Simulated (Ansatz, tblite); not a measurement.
Isomers of Pt₃H₄ (singlet), found by a short tight-binding search and relaxed with PBE0-D4/def2-TZVP in Ansatz.

In the def2 sets Pt takes a core potential; there is no spin–orbit coupling. The xTB rows come from tblite.

Run but left out: HF/def2-TZVP, MP2/def2-TZVP, CCSD/def2-TZVP, CCSD(T)/def2-TZVP (A: restricted singlet, unstable towards broken spin symmetry); BHLYP-D4/def2-TZVP (A: restricted singlet, unstable in another Hartree–Fock run and untested here); r2SCAN-D4/def2-TZVP (C: restricted singlet, unstable towards broken spin symmetry).

A: The restricted singlet is unstable towards broken spin symmetry in Hartree–Fock (as tested in another run); at PBE-D4/def2-TZVP, PBE0-D4/def2-TZVP, ωB97M-V/def2-TZVP this wasn't settled. B: The restricted singlet is unstable towards broken spin symmetry in Hartree–Fock (as tested in another run); at PBE-D4/def2-TZVP, PBE0-D4/def2-TZVP, ωB97M-V/def2-TZVP this wasn't settled.

Other spin states were run for one of them alone.

A:

```
atom   x (Å)   y (Å)   z (Å)
 Pt1   0.595   0.854  -1.812
 Pt2   1.103  -0.429   0.545
 Pt3  -1.041   0.692   0.370
  H4  -1.783   0.245   1.668
  H5   1.056  -0.594  -1.256
  H6   0.987  -1.199   1.898
  H7  -0.917   0.432  -1.414
```

B:

Cartesian coordinates in Å:
```
Pt 0.409 -1.864 0.107
Pt 0.305 0.229 1.393
Pt -0.867 0.238 -1.022
H 0.111 1.265 -0.399
H 1.072 -0.354 2.606
H 0.556 -1.063 -1.235
H -1.585 1.549 -1.449
```

C:

Cartesian coordinates in Å:
```
Pt 0.314 -0.995 0.568
Pt -0.403 1.529 0.251
Pt -1.419 -0.104 -1.281
H -0.089 -0.887 -1.440
H 1.798 -0.955 0.271
H -1.248 2.724 -0.259
H 1.047 -1.311 1.890
```

Question: Estimate their order by electronic energy at PBE0-D4/def2-TZVP, counted from the lowest.

Answer: C (0.00) < B (0.10) < A (0.23), in eV.

Question: Do the other levels pick the same lowest one?

Answer: All that were run do. Energies above each level's lowest (eV):

```json
{"level": "GFN1-xTB", "A": "1.19", "B": "0.82", "C": "0.00"}
{"level": "GFN2-xTB", "A": "0.06", "B": "0.04", "C": "0.00"}
{"level": "PBE-D4/def2-TZVP", "A": "0.07", "B": "0.10", "C": "0.00"}
{"level": "PBE0-D4/def2-TZVP", "A": "0.23", "B": "0.10", "C": "0.00"}
{"level": "ωB97M-V/def2-TZVP", "A": "0.44", "B": "0.10", "C": "0.00"}
```
Point groups (tolerance 0.1 Å): A Cs, B not assigned, C not assigned. Lower isomers may exist.
